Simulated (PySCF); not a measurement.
Compound: H7N3Si2.
Bonds: N1–Si2, Si2–N3, N3–Si4, Si4–N5, Si2–N5. Hydrogens: H6, H7 on N1; H8 on Si2; H9 on N3; H10, H11 on Si4; H12 on N5.

Computed by this run: PySCF 2.14.0, PBE0-D3(BJ)/def2-SVP geometry optimisation, gas phase; density fitting, grid level 1; the optimiser is geomeTRIC in internal coordinates, started from a GFN2-xTB structure with every atom displaced at random (about 0.01 Å).

Step 0: E = -20322.1592 eV
```
atom  x, y, z in Å  |  force x, y, z in eV/Å
N1      2.2037    0.2367    0.0097   -1.560   1.124   0.781
Si2     0.6748   -0.5763    0.0283   -0.316   1.201  -0.147
N3     -0.6075   -0.1937   -1.1187    0.965  -0.132   0.418
Si4    -1.7203    0.3327    0.0630   -0.478  -0.301  -0.014
N5     -0.4298    0.1302    1.1598    0.709  -0.021   2.297
H6      2.9092   -0.0890   -0.5878    1.381  -0.704  -0.976
H7      2.1692    1.2656   -0.0354   -0.025  -0.616   0.075
H8      0.9870   -1.9871    0.1546    0.222  -0.793  -0.040
H9     -0.7088   -0.4378   -2.0547   -0.226  -0.455  -1.932
H10    -2.8644   -0.6024    0.2882   -0.246   0.144  -0.004
H11    -2.1876    1.7122   -0.0935   -0.422   0.526  -0.032
H12    -0.3845    0.1792    2.1766   -0.002   0.027  -0.427
```

Step 1: E = -20322.3496 eV
```
atom  x, y, z in Å  |  force x, y, z in eV/Å
N1      2.1707    0.2863   -0.0172    0.145   0.046  -0.246
Si2     0.6775   -0.5658    0.0848    0.126  -0.215  -0.214
N3     -0.5535   -0.2246   -1.1253   -0.094  -0.022   0.121
Si4    -1.6935    0.3251    0.0728   -0.324   0.158  -0.006
N5     -0.4442    0.0558    1.2666   -0.003  -0.049  -0.456
H6      2.9310   -0.0970   -0.5812   -0.202  -0.007   0.257
H7      2.0824    1.2814   -0.2107    0.067  -0.002   0.089
H8      1.0433   -2.0152    0.1705    0.054   0.092   0.040
H9     -0.6265   -0.4461   -2.1136    0.004   0.095   0.335
H10    -2.9483   -0.4818    0.2366    0.085  -0.089   0.004
H11    -2.1815    1.7423   -0.0647    0.130  -0.049   0.004
H12    -0.4162    0.1099    2.2713    0.013   0.043   0.073
```

Step 2: E = -20322.3730 eV
```
atom  x, y, z in Å  |  force x, y, z in eV/Å
N1      2.1767    0.2833   -0.0191   -0.077   0.057  -0.134
Si2     0.6793   -0.5645    0.0673    0.016  -0.004  -0.106
N3     -0.5708   -0.2209   -1.1163   -0.001  -0.070  -0.166
Si4    -1.7130    0.3259    0.0712   -0.108   0.052   0.089
N5     -0.4436    0.0630    1.2395   -0.010   0.000   0.140
H6      2.9425   -0.1143   -0.5545   -0.003  -0.054   0.111
H7      2.1194    1.2843   -0.1885    0.047  -0.022   0.063
H8      1.0542   -2.0070    0.1619    0.047   0.018   0.001
H9     -0.6526   -0.4403   -2.0975   -0.006   0.023  -0.006
H10    -2.9494   -0.5041    0.2462    0.034  -0.041  -0.003
H11    -2.1949    1.7401   -0.0654    0.046   0.000  -0.003
H12    -0.4068    0.1249    2.2452    0.015   0.041   0.013
```

**Question.** Estimate the geometry and energy of step 3. (The exact step hangs on the optimiser's Hessian estimate; all steps are aligned on step 2, rigid shifts and turns removed.)

**Answer.** E = -20322.3828 eV, largest force 0.190 eV/Å
```
atom  x, y, z in Å  |  force x, y, z in eV/Å
N1      2.1760    0.2803   -0.0232   -0.161   0.057  -0.083
Si2     0.6736   -0.5570    0.0504   -0.008   0.070  -0.043
N3     -0.5877   -0.2191   -1.1261    0.054  -0.044   0.012
Si4    -1.7243    0.3228    0.0723    0.007   0.000   0.074
N5     -0.4423    0.0736    1.2301   -0.022  -0.020   0.131
H6      2.9531   -0.1367   -0.5210    0.081  -0.059   0.043
H7      2.1549    1.2854   -0.1676    0.034  -0.012   0.034
H8      1.0617   -1.9940    0.1497    0.015  -0.026  -0.022
H9     -0.6777   -0.4363   -2.1049   -0.007  -0.008  -0.100
H10    -2.9436   -0.5283    0.2579   -0.002  -0.005  -0.006
H11    -2.2067    1.7344   -0.0634   -0.010   0.018  -0.005
H12    -0.3959    0.1452    2.2357    0.017   0.028  -0.035
```

The energy changes by -0.0098 eV. The first-order estimate −F·Δx gives -0.0137 eV and the mean of the old and new forces, exact on a quadratic surface, -0.0101 eV. The step makes an angle of 65° with the force vector and moves no atom by more than 0.042 Å.

The cost below is that of the whole optimisation. Time: 67 s wall; peak memory 0.47 GiB. Hardware: Arm Neoverse V1, one thread, no GPU, shared host with 32 logical CPUs at a one-minute load of 34.
